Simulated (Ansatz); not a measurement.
`[F][AlH][GeH3]` + `C=C(O)[SiH3]` → `C=C([SiH3])[O][AlH][F]` + GeH₄  (cleavage of the Al–Ge bond)

Computed with Ansatz on PBE0-D4/def2-TZVP structures; ΔE is electronic, products minus reactants. CBS: MP2 limit from def2 TZ/QZ plus the TZ coupled-cluster correction, frozen cores. Functionals use def2-TZVPP. B3LYP here is the variant with VWN-RPA as its local correlation; programs differ in this. For Ge outer-core shells are correlated without core-valence functions, which leaves a few kJ/mol of doubt a bond. Scalar relativity is left out up to krypton. One conformer a species, not always the lowest.

```
   level  ΔE (kJ/mol)
B3LYP-D4       -115.6
   B3LYP       -110.1
```

Task: What does CCSD(T)/CBS give? (An estimate is asked.)

Result: Computed: -110.9 kJ/mol. The listed levels differ from it by -4.7, 0.8 kJ/mol.

Largest T1 diagnostic among the species: 0.013.

The D4 term adds −5.6 kJ/mol with B3LYP and −3.2 kJ/mol with PBE0; it sums over pairs of atoms, weighted by their polarisabilities, and B3LYP, whose exchange is more repulsive, gets the larger term. In def2-TZVPP, CCSD(T) changes the Hartree–Fock value by +12.3 kJ/mol (the triples alone add +1.2 kJ/mol) and MP2 by +5.3 kJ/mol.
